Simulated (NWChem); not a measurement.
## Correlation energy of HS2

```
S
H 1 1.3652
S 1 1.9801 2 102.00
```
Charge 0, spin multiplicity 2.

Program: NWChem. All single points use one geometry, from UPBE0/def2-SVP, a minimum by its harmonic frequencies.

Basis set: STO-3G. Each correlation energy counts from its own Hartree-Fock reference.

The correlated methods keep 10 core orbitals frozen. The structure started from a generated list of species. The unpaired electrons of the parent sit in orbitals of symmetry a" (Cs labels of the run); other states weren't searched. No SCF solution was tested for a lower state. Open-shell Hartree-Fock references start from PBE0 orbitals. Coupled-cluster values serve here as a point of comparison, not as the truth.

```csv
method,correlation energy (mHa)
CCSD(T) on UHF,-54.5
CCSD on ROHF,-54.4
CCSD(T) on ROHF,(withheld)
CCSD[T] on ROHF,-55.4
SCS-UMP2,-40.9
CCSD on UHF,-53.8
UMP2,(withheld)
CCSDT on ROHF,-55.5
CCSD[T] on UHF,-54.7
```

**Question.** Some entries are withheld; supply them.

**Answer.** 
- CCSD(T) on ROHF, correlation energy (mHa): -55.2
- UMP2, correlation energy (mHa): -36.8
